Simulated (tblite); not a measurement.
Species: C5H10O2S2Si.
Atom-mapped SMILES: `[CH2:1]=[C:2]([SiH2:3][O:4][C:5]([CH3:6])=[S:7])[S@@:8]([CH3:9])=[O:10]` (hydrogens: H11, H12 on C1; H13, H14 on Si3; H15, H16, H17 on C6; H18, H19, H20 on C9)

Structure optimised with GFN2-xTB, isolated species.

Problem. List the bond lengths, angles and torsions at this level.

Solution. 
| bond | length (pm) | order |
| --- | --- | --- |
| C1=C2 | 131.9 | double |
| C2–Si3 | 187.3 | single |
| Si3–O4 | 166.0 | single |
| O4–C5 | 131.6 | single |
| C5–C6 | 149.1 | single |
| C5=S7 | 162.5 | double |
| C2–S8 | 183.9 | single |
| S8–C9 | 185.2 | single |
| S8=O10 | 146.3 | double |
| C1–H11 | 107.7 | single |
| C1–H12 | 108.1 | single |
| Si3–H13 | 146.1 | single |
| Si3–H14 | 145.7 | single |
| C6–H15, C6–H16, C6–H17 | 108.8 | single |
| C9–H18, C9–H19, C9–H20 | 108.4 | single |

Bonds in one row agree within 1 pm and their mean is given. Orders are formal, as drawn. A selection of angles:
| angle | degrees |
| --- | --- |
| C2–C1–H11 | 122.9 |
| C2–C1–H12 | 119.8 |
| H11–C1–H12 | 117.3 |
| C1–C2–Si3 | 125.7 |
| C1–C2–S8 | 116.2 |
| Si3–C2–S8 | 118.1 |
| C2–Si3–O4 | 98.5 |
| C2–Si3–H13 | 112.3 |
| C2–Si3–H14 | 113.0 |
| O4–Si3–H13 | 109.2 |
| O4–Si3–H14 | 109.5 |
| H13–Si3–H14 | 113.2 |
| Si3–O4–C5 | 126.2 |
| O4–C5–C6 | 114.6 |
| O4–C5–S7 | 121.8 |
| C6–C5–S7 | 123.6 |
| C5–C6–H15 | 109.5 |
| H15–C6–H16 | 109.7 |
| H15–C6–H17 | 107.4 |
| C2–S8–C9 | 93.3 |
| C2–S8–O10 | 105.9 |
| C9–S8–O10 | 105.4 |
| S8–C9–H18 | 107.4 |
| S8–C9–H19 | 109.1 |
| H18–C9–H19 | 110.0 |
| H18–C9–H20 | 110.6 |

Dihedral angles: C1–C2–Si3–O4 -171° (antiperiplanar); C2–Si3–O4–C5 -179° (antiperiplanar); Si3–O4–C5–C6 -179° (antiperiplanar); C1–C2–S8–C9 -107° (anticlinal).

Si3 (oxygen-bound silicon) is distorted tetrahedral (angles from 98.5° to 113.2°). Of the pairs four or more bonds apart, O10···H12 is among the closest relative to their van der Waals radii: 2.32 Å, 85 % of the sum of Bondi's values. The 2 C–C bonds span 1.319 Å (C1=C2, drawn double) to 1.491 Å (C5–C6, drawn single), a spread of 0.172 Å. S8 (sulfinyl sulfur) is pyramidal (angles 105.9°, 105.4° and 93.3°, sum 304.6°, 0.75 Å off the plane of its three neighbours). The C–S distances run from 1.625 Å (C5=S7, drawn double) to 1.852 Å (S8–C9, drawn single), a spread of 0.227 Å.

Point group: C1 (no symmetry element, even within 0.4 Å). Its GFN2-xTB frequencies are all real (lowest 20 cm⁻¹). One conformer, not necessarily the lowest. 3 starts were optimised and ended at 0.00, 0.08 and 3.46 kcal/mol (GFN2-xTB); the lowest of these is shown.

All values are computed, not measured.
